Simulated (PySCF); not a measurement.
## Deuteron quadrupole couplings in `C=C(C)CCO[Si@H](N)[SiH3]`

Species: C5H15NOSi2.
Geometry (GFN2-xTB, Å), atoms numbered from 1 in this order:
```xyz
24
C5H15NOSi2 angstrom
C      2.4506    0.7223    0.2807
C      1.7729   -0.3928    0.0601
C      1.5027   -0.9196   -1.3143
C      1.1909   -1.1972    1.1925
C     -0.1826   -0.6510    1.6066
O     -1.1138   -0.8257    0.5851
Si    -2.1527    0.2407   -0.0917
N     -2.8702   -0.5615   -1.4353
Si    -1.1188    2.1673   -0.7990
H      2.6396    1.0846    1.2776
H      2.8444    1.3188   -0.5241
H      1.8337   -0.2194   -2.0769
H      2.0242   -1.8668   -1.4571
H      0.4373   -1.1071   -1.4349
H      1.0706   -2.2389    0.8912
H      1.8443   -1.1548    2.0656
H     -0.5407   -1.1914    2.4927
H     -0.0880    0.4104    1.8664
H     -3.2660    0.4274    0.8535
H     -2.4215   -0.5286   -2.3351
H     -3.2750   -1.4729   -1.2941
H     -0.0115    2.5820    0.0742
H     -0.5386    2.0888   -2.1475
H     -2.0435    3.3051   -0.8269
```

Level: PBE0/pcSseg-1 (PySCF, non-relativistic); Q(2H) = 0.00286 b; rigid geometry, the same for H and D, with no vibrational averaging.

Task: Rank these positions by the coupling χzz of a deuteron there, largest first.
A. H18 (methylene hydrogen)
B. H19 (Si–H hydrogen)
C. H20 (N–H hydrogen)
D. H11 (vinylic hydrogen)
E. H22 (Si–H hydrogen)
F. H13 (methyl hydrogen)

Result: C (291 kHz), D (228 kHz), F (209 kHz), A (192 kHz), E (108 kHz), B (104 kHz).

Task: Tabulate Vzz, the asymmetry η and χzz = 234.96 MHz × Q × Vzz for every hydrogen position.

Result: 
| atom | bonded to | bond length (Å) | Vzz (au) | η | χzz (kHz) |
| --- | --- | --- | --- | --- | --- |
| H10 | C1 | 1.077 | 0.3385 | 0.06 | 227 |
| H11 | C1 | 1.076 | 0.3399 | 0.06 | 228 |
| H12 | C3 | 1.087 | 0.3160 | 0.03 | 212 |
| H13 | C3 | 1.091 | 0.3109 | 0.03 | 209 |
| H14 | C3 | 1.088 | 0.3091 | 0.01 | 208 |
| H15 | C4 | 1.091 | 0.3036 | 0.03 | 204 |
| H16 | C4 | 1.091 | 0.3053 | 0.01 | 205 |
| H17 | C5 | 1.098 | 0.2874 | 0.06 | 193 |
| H18 | C5 | 1.097 | 0.2850 | 0.10 | 192 |
| H19 | Si7 | 1.472 | 0.1546 | 0.02 | 104 |
| H20 | N8 | 1.006 | 0.4324 | 0.17 | 291 |
| H21 | N8 | 1.007 | 0.4298 | 0.17 | 289 |
| H22 | Si9 | 1.470 | 0.1611 | 0.02 | 108 |
| H23 | Si9 | 1.470 | 0.1618 | 0.01 | 109 |
| H24 | Si9 | 1.467 | 0.1635 | 0.01 | 110 |

Task: Average by the element that carries the hydrogen.

Result: on C: 209 kHz over 9 positions, mean bond length 1.089 Å; on Si: 108 kHz over 4 positions, mean bond length 1.470 Å; on N: 290 kHz over 2 positions, mean bond length 1.007 Å.

Task: How does χzz go with the bond length over the 9 C–H bonds?

Result: A straight-line fit has a slope of -16.9 kHz for each 0.01 Å, with a correlation coefficient of -0.99, over lengths from 1.076 to 1.098 Å. The longer bonds have the smaller couplings here.

Task: Give the 2H NMR doublet splittings at H17 for a magnetic field along the z, y and x axes of the gradient: 3χ/2, 3χ(1 + η)/4, 3χ(1 − η)/4.

Result: With |χ| = 193.1 kHz and η = 0.055: 290, 153 and 137 kHz, to first order and without motion.

Isolated species at its GFN2-xTB geometry (one conformer only). GFN2-xTB bond lengths can be off by several hundredths of an ångström, more for odd bonds, and the gradients follow them. The basis is small and wasn't made for field gradients, so the couplings can be 20 % off.
